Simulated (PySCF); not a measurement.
SMILES C=Cc1cccc([SiH3])c1 (C₈H₁₀Si), GFN2-xTB optimised geometry.

```
19

C     -2.88     1.92    -0.02
C     -1.57     1.72    -0.01
C     -0.89     0.43    -0.01
C     -1.56    -0.79    -0.03
C     -0.86    -1.98    -0.03
C      0.53    -1.97    -0.02
C      1.23    -0.77     0.00
Si     3.12    -0.77     0.00
C      0.51     0.41     0.00
H     -3.60     1.12    -0.02
H     -3.29     2.92    -0.01
H     -0.91     2.58    -0.01
H     -2.64    -0.81    -0.04
H     -1.39    -2.92    -0.04
H      1.07    -2.91    -0.02
H      3.60    -1.77     0.96
H      3.61    -1.11    -1.34
H      3.60     0.56     0.38
H      1.04     1.35     0.01
```

Density from CAM-B3LYP/def2-SVP run with PySCF at that geometry.

Minimum of the electron density along straight lines between bonded atoms, close to the bond critical point (lines longer than 1.1 times the sum of covalent radii, or with two minima, are not listed):

```json
[
 {"bond": "C1–C2", "length / Å": "1.327", "ρ at the minimum / e bohr⁻³": "0.345", "∇²ρ there / e bohr⁻⁵": "…", "position (fraction from the first atom)": "0.50"},
 {"bond": "C2–C3", "length / Å": "1.459", "ρ at the minimum / e bohr⁻³": "0.277", "∇²ρ there / e bohr⁻⁵": "…", "position (fraction from the first atom)": "0.50"},
 {"bond": "C3–C4", "length / Å": "1.395", "ρ at the minimum / e bohr⁻³": "0.309", "∇²ρ there / e bohr⁻⁵": "-0.79", "position (fraction from the first atom)": "0.50"},
 {"bond": "C4–C5", "length / Å": "1.382", "ρ at the minimum / e bohr⁻³": "0.316", "∇²ρ there / e bohr⁻⁵": "-0.83", "position (fraction from the first atom)": "0.50"},
 {"bond": "C5–C6", "length / Å": "1.384", "ρ at the minimum / e bohr⁻³": "0.315", "∇²ρ there / e bohr⁻⁵": "-0.83", "position (fraction from the first atom)": "0.50"},
 {"bond": "C6–C7", "length / Å": "1.392", "ρ at the minimum / e bohr⁻³": "0.309", "∇²ρ there / e bohr⁻⁵": "-0.78", "position (fraction from the first atom)": "0.50"},
 {"bond": "C7–Si8", "length / Å": "1.887", "ρ at the minimum / e bohr⁻³": "0.114", "∇²ρ there / e bohr⁻⁵": "0.34", "position (fraction from the first atom)": "0.62"},
 {"bond": "C3–C9", "length / Å": "1.395", "ρ at the minimum / e bohr⁻³": "0.310", "∇²ρ there / e bohr⁻⁵": "-0.80", "position (fraction from the first atom)": "0.50"},
 {"bond": "C7–C9", "length / Å": "1.388", "ρ at the minimum / e bohr⁻³": "0.311", "∇²ρ there / e bohr⁻⁵": "-0.79", "position (fraction from the first atom)": "0.50"},
 {"bond": "C1–H10", "length / Å": "1.077", "ρ at the minimum / e bohr⁻³": "0.284", "∇²ρ there / e bohr⁻⁵": "-1.10", "position (fraction from the first atom)": "0.64"},
 {"bond": "C1–H11", "length / Å": "1.077", "ρ at the minimum / e bohr⁻³": "0.284", "∇²ρ there / e bohr⁻⁵": "-1.10", "position (fraction from the first atom)": "0.64"},
 {"bond": "C2–H12", "length / Å": "1.084", "ρ at the minimum / e bohr⁻³": "0.283", "∇²ρ there / e bohr⁻⁵": "-1.08", "position (fraction from the first atom)": "0.63"},
 {"bond": "C4–H13", "length / Å": "1.079", "ρ at the minimum / e bohr⁻³": "0.285", "∇²ρ there / e bohr⁻⁵": "-1.10", "position (fraction from the first atom)": "0.63"},
 {"bond": "C5–H14", "length / Å": "1.081", "ρ at the minimum / e bohr⁻³": "0.283", "∇²ρ there / e bohr⁻⁵": "-1.09", "position (fraction from the first atom)": "0.63"},
 {"bond": "C6–H15", "length / Å": "1.081", "ρ at the minimum / e bohr⁻³": "0.284", "∇²ρ there / e bohr⁻⁵": "-1.09", "position (fraction from the first atom)": "0.63"},
 {"bond": "Si8–H16", "length / Å": "1.465", "ρ at the minimum / e bohr⁻³": "0.117", "∇²ρ there / e bohr⁻⁵": "0.34", "position (fraction from the first atom)": "0.49"},
 {"bond": "Si8–H17", "length / Å": "1.466", "ρ at the minimum / e bohr⁻³": "0.117", "∇²ρ there / e bohr⁻⁵": "0.33", "position (fraction from the first atom)": "0.49"},
 {"bond": "Si8–H18", "length / Å": "1.464", "ρ at the minimum / e bohr⁻³": "0.117", "∇²ρ there / e bohr⁻⁵": "0.33", "position (fraction from the first atom)": "0.49"},
 {"bond": "C9–H19", "length / Å": "1.082", "ρ at the minimum / e bohr⁻³": "0.284", "∇²ρ there / e bohr⁻⁵": "-1.08", "position (fraction from the first atom)": "0.63"}
]
```

Q: Some entries are withheld; supply them.

A: 
- C1–C2, ∇²ρ there / e bohr⁻⁵: -0.93
- C2–C3, ∇²ρ there / e bohr⁻⁵: -0.70
